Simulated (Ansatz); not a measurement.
Ansatz results at the PBE0-D4/def2-TZVP geometry: HOMO energy (B3LYP/def2-TZVPP) -8.02 eV; HOMO–LUMO gap (PBE/def2-TZVPP) 4.07 eV; HOMO–LUMO gap (B3LYP/def2-TZVPP) 5.97 eV.

Each molecule was computed in one conformer, which needn't be the lowest.

Which molecule gave them?
A. `CC1([SiH3])BC1`
B. `C[SiH]1[O][Al]1[OH]`
C. `C/C(O)=C(\C)Cl`
D. `C=C([SiH3])BC`

D. The others give `CC1([SiH3])BC1`: -7.04, 3.57, 5.38; `C/C(O)=C(\C)Cl`: -6.10, 4.93, 6.65; `C[SiH]1[O][Al]1[OH]`: -5.95, 2.93, 4.36.

B3LYP here is the variant with VWN-RPA as its local correlation; programs differ in this.
